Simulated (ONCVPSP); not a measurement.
## Logarithmic derivatives: He, ONCV

He, optimised norm-conserving Vanderbilt (ONCV), made with ONCVPSP 4.0.1 (PBE, scalar-relativistic). Core none, reference 1s1 (charge +1). Waves: 1s: rc 0.55 bohr, ncon 3, nbas 6, qcut 14.2 1/bohr, local; p scattering state at 0.39 Ha: rc 0.55 bohr, ncon 4, nbas 9, qcut 14.7 1/bohr, 2 projectors, debl 2.4 Ha. Local part: the s channel. Core correction: none.

The phase is arctan(r·R′/R) of the radial function R(r), unwrapped; energies in Ha, scanned from -3 to 5 Ha. A pole is an energy at which the radial function vanishes at the test radius. The pseudo phase is shifted by a multiple of π to meet the all-electron one at the reference energy, and phase errors are pseudo minus all-electron; the curves can meet again beyond the range given. Levels narrower than the energy grid can be missing from the lists of poles.

```
channel  radius (bohr)  reference energy (Ha)  poles, all-electron  poles, pseudo  unbroken range about the reference energy with phases within 0.05 rad  phase error 1 Ha above the reference energy (rad)
      s           0.56                  -1.44                 none           none                                                        the whole range                                             +0.000
      p           0.56                   0.39                 none           none                                                        the whole range                                             +0.000
```

Phases in the s channel:

```csv
E (Ha),all-electron,pseudo
-2.98,-0.506,-0.505
-2.76,-0.557,-0.557
-2.54,-0.608,-0.607
-2.32,-0.656,-0.656
-2.10,-0.703,-0.703
-1.88,-0.748,-0.748
-1.66,-0.790,-0.790
-1.44,-0.831,-0.831
-1.22,-0.870,-0.870
-1.00,-0.908,-0.908
-0.78,-0.943,-0.943
-0.56,-0.977,-0.977
-0.34,-1.009,-1.008
-0.12,-1.039,-1.039
0.10,-1.068,-1.067
0.32,-1.096,-1.095
0.54,-1.122,-1.121
0.76,-1.147,-1.145
0.98,-1.170,-1.169
1.20,-1.193,-1.191
1.42,-1.215,-1.213
1.64,-1.235,-1.233
1.86,-1.255,-1.252
2.08,-1.274,-1.271
2.30,-1.292,-1.289
2.52,-1.309,-1.306
2.74,-1.326,-1.322
2.96,-1.342,-1.338
3.18,-1.357,-1.353
3.40,-1.372,-1.368
3.62,-1.387,-1.382
3.84,-1.401,-1.395
4.06,-1.414,-1.409
4.28,-1.427,-1.421
4.50,-1.440,-1.433
4.72,-1.452,-1.445
4.94,-1.464,-1.457
```
